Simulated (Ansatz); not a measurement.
The same path of AlBrF₂H₄OSi (10 atoms, charge 0, multiplicity 1) was run twice with different band settings. Lost on the way: Br9–H10. Made: F2–H10.

Level of theory: RKS PBE0-D4/def2-SVP (Ansatz).

Relaxed end points:

```xyz
10
Properties=species:S:1:pos:R:3
Al -0.251 -0.062 0.104
F -0.527 -0.278 1.739
O 1.108 -0.753 -0.601
Si 2.425 -1.439 -1.305
H 2.033 -2.661 -2.070
H 3.071 -0.471 -2.244
H 3.426 -1.826 -0.264
F -1.571 0.321 -0.822
Br 0.607 2.375 0.760
H 0.221 1.849 2.037
```

```xyz
10
Properties=species:S:1:pos:R:3
Al -0.042 0.428 -0.102
F -0.192 0.074 1.833
O 1.269 -0.493 -0.601
Si 2.429 -1.440 -1.287
H 1.801 -2.568 -2.039
H 3.262 -0.636 -2.229
H 3.310 -2.005 -0.221
F -1.583 0.094 -0.613
Br 0.341 2.616 0.496
H -0.054 0.985 2.096
```

Common settings: spring 5.0 eV/Å²; optimiser quadratic models (default); start path through a guess of the saddle point; force threshold 0.05 eV/Å; iteration limit 60; end points relaxed.

| run | movable images | climbing image |
| --- | --- | --- |
| 1 | 7 | yes |
| 2 | 6 | no |

(1) What does each run give, and how far can it be trusted?

Answers

(1) Run 1: converged after 18 iterations, highest image 0.086 eV above the first end. A vibrational analysis at the climbing image gives one clearly imaginary mode, 405i cm⁻¹, and a faint second one (16i cm⁻¹) that may be numerical noise or a soft torsion: probably a first-order saddle point.
Run 2: converged after 19 iterations, highest image 0.077 eV above the first end. No image climbed, so the highest image needn't sit at the top of the path.
The orbitals stay closed-shell, which can raise the energy where a bond breaks towards radicals; this wasn't checked here.
